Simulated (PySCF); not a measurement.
Correlation energy of O³⁺ (oxygen, charge +3)

[He] 2s2 2p1, 2P determinant. Calculation: PySCF 2.14, in x2c-QZVPPall with one added diffuse shell each of s, p, d, f type (8s5p4d3f1g, 73 functions); scalar relativity by spin-free X2C-1e. Frozen: 1s2; 3 electrons correlated.

```csv
level,correlation energy (mhartree)
CCSD,-94.21
(T),-1.07
CCSD(T),-95.28
```

Diagnostics: T1 = 0.0056, D1 = 0.0105, largest double amplitude 0.135.

Cost of the coupled-cluster step: roughly 11 core-seconds, for 3 correlated electrons.
